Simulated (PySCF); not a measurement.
OSr (SMILES [O]=[Sr]), singlet, geometry from GFN2-xTB (such geometries of metal compounds can be far from the true shape) (core potentials on Sr).

Here is a job for PySCF.
```python
from pyscf import gto, scf, dft

mol = gto.M(
    atom='''
Sr   -0.00000000   -0.00000000   -0.34796338
O     0.00000000    0.00000000    1.65282606
''',
    basis='def2-svp',
    ecp={'Sr': 'def2-svp'},
    verbose=4,
)

mf = dft.RKS(mol)
mf.xc = 'lc_wpbe'
mf.kernel()
mf.analyze()
```

What does this run give for the HOMO energy, number of basis functions, dipole moment, total energy?


```json
{
  "HOMO energy": "-6.73 eV",
  "number_of_basis_functions": "37",
  "dipole_moment": "10.25 D",
  "total_energy": "-105.786863 Ha"
}
```
